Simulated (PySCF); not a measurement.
## Shifts of the heteroatoms

Molfile (atoms numbered from 1):
```
C7H16OSi
     RDKit          3D

 25 24  0  0  0  0  0  0  0  0999 V2000
    3.8193    1.4398    0.5540 C   0  0  0  0  0  0  0  0  0  0  0  0
    2.3492    1.6711    0.8637 C   0  0  0  0  0  0  0  0  0  0  0  0
    1.5986    0.6433    0.2536 O   0  0  0  0  0  0  0  0  0  0  0  0
    0.2446    0.7948    0.2393 C   0  0  0  0  0  0  0  0  0  0  0  0
   -0.5375   -0.2523   -0.0043 C   0  0  0  0  0  0  0  0  0  0  0  0
    0.3595   -1.8909   -0.2373 Si  0  0  0  0  0  4  0  0  0  0  0  0
   -2.0293   -0.0885   -0.1009 C   0  0  0  0  0  0  0  0  0  0  0  0
   -2.5261   -0.5026   -1.4859 C   0  0  0  0  0  0  0  0  0  0  0  0
   -2.7340   -0.8997    0.9866 C   0  0  0  0  0  0  0  0  0  0  0  0
    3.9845    1.4845   -0.5191 H   0  0  0  0  0  0  0  0  0  0  0  0
    4.4264    2.1971    1.0422 H   0  0  0  0  0  0  0  0  0  0  0  0
    4.1174    0.4566    0.9077 H   0  0  0  0  0  0  0  0  0  0  0  0
    2.1840    1.6587    1.9519 H   0  0  0  0  0  0  0  0  0  0  0  0
    2.0256    2.6507    0.4811 H   0  0  0  0  0  0  0  0  0  0  0  0
   -0.1240    1.8053    0.4102 H   0  0  0  0  0  0  0  0  0  0  0  0
    1.1923   -2.1589    0.9370 H   0  0  0  0  0  0  0  0  0  0  0  0
    1.1849   -1.8488   -1.4464 H   0  0  0  0  0  0  0  0  0  0  0  0
   -0.6043   -2.9913   -0.3756 H   0  0  0  0  0  0  0  0  0  0  0  0
   -2.2740    0.9717    0.0488 H   0  0  0  0  0  0  0  0  0  0  0  0
   -3.6032   -0.3656   -1.5607 H   0  0  0  0  0  0  0  0  0  0  0  0
   -2.2956   -1.5485   -1.6718 H   0  0  0  0  0  0  0  0  0  0  0  0
   -2.0454    0.0976   -2.2554 H   0  0  0  0  0  0  0  0  0  0  0  0
   -2.3809   -0.5988    1.9703 H   0  0  0  0  0  0  0  0  0  0  0  0
   -2.5333   -1.9600    0.8579 H   0  0  0  0  0  0  0  0  0  0  0  0
   -3.8097   -0.7411    0.9410 H   0  0  0  0  0  0  0  0  0  0  0  0
  1  2  1  0
  2  3  1  0
  3  4  1  0
  4  5  2  0
  5  6  1  0
  5  7  1  0
  7  8  1  0
  7  9  1  0
  1 10  1  0
  1 11  1  0
  1 12  1  0
  2 13  1  0
  2 14  1  0
  4 15  1  0
  6 16  1  0
  6 17  1  0
  6 18  1  0
  7 19  1  0
  8 20  1  0
  8 21  1  0
  8 22  1  0
  9 23  1  0
  9 24  1  0
  9 25  1  0
M  END
```

[PySCF: GFN2-xTB structure; shielding tensors at PBE0/pcSseg-1 (GIAO); no relativistic terms; no solvent; fast rotation and ring inversion assumed for equivalent nuclei; single conformer]

(1) Where does ²⁹Si resonate?

(2) Predict the ¹⁷O NMR data.

## Answers

(1) 
```json
{"atoms": "Si6", "environment": "silicon bonded to C, 3 H", "σ (ppm)": "441.9", "δ (ppm)": "-83.3"}
```

Shieldings were converted by a linear fit to measured shifts: ²⁹Si (scatter 8.9 ppm rms, 25.8 ppm with the 6 outliers that the fit left out vs TMS, solution or neat liquid). Occasional misses reach two or three times the rms, and more in compound classes unlike the fitted ones.

On a 400 MHz spectrometer ²⁹Si resonates near 79.5 MHz, so 1 ppm is 79.5 Hz.

(2) 
```csv
atoms,environment,σ (ppm),δ (ppm)
O3,ether oxygen,203.7,81.2
```

Shieldings were converted by a linear fit to measured shifts: ¹⁷O (scatter 10.7 ppm rms, 12.2 ppm with the 3 outliers that the fit left out vs liquid water, solution or neat liquid). Occasional misses reach two or three times the rms, and more in compound classes unlike the fitted ones.

On a 500 MHz spectrometer ¹⁷O resonates near 67.8 MHz, so 1 ppm is 67.8 Hz.
